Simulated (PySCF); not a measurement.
# Stretching SrTe⁺

Set-up: basis Sr def2-SVP with ECP28, Te def2-SVP with ECP28; scalar-relativistic core potentials; PySCF 2.14. Energies in eV from Sr⁺ + Te in their ground configurations at the same level. State: ²Π (doublet), unpaired electrons π ↑.

```
R (Å)     UHF
2.553   0.249
2.672  -0.393
2.791  -0.773
2.880  -0.932
2.969  -1.008
3.058  -1.022
3.177  -0.967
3.325  -0.817
3.503  -0.569
3.741  -0.290
```

Q: Put a parabola through the three lowest points of the UHF curve and estimate Re, k and ωe (reduced mass 52.43 u; 1 eV/Å² = 0.16022 mdyn/Å; ωe = 1302.8·√(k/μ) cm⁻¹).

A: Through R = 2.969, 3.058, 3.177 Å the second-order coefficient is 2.98 eV/Å², so Re ≈ 3.040 Å, k ≈ 0.954 mdyn/Å and ωe ≈ 176 cm⁻¹. A polynomial fit of higher order to the unrounded UHF energies gives Re = 3.035 Å, k = 1.05 mdyn/Å, ωe = 184 cm⁻¹; anharmonicity and rounding make the difference.

The higher-order fit for each curve: UHF: Re = 3.035 Å, ωe = 184 cm⁻¹, De = 1.02 eV.

⟨S²⟩ of the unrestricted solution departs from its pure value on part of the curve, where spin states mix. Spin–orbit coupling is left out, which matters for elements this heavy, above all for dissociation energies. For an ion De counts to the pair picked by the measured ionisation energies or electron affinities, which need not be the lowest pair at this level. Hartree–Fock leaves out correlation, which carries a large part of most bond energies and some tenths to 1 eV of ionisation energies. The state was picked by a PBE0 search and need not be the measured ground state.
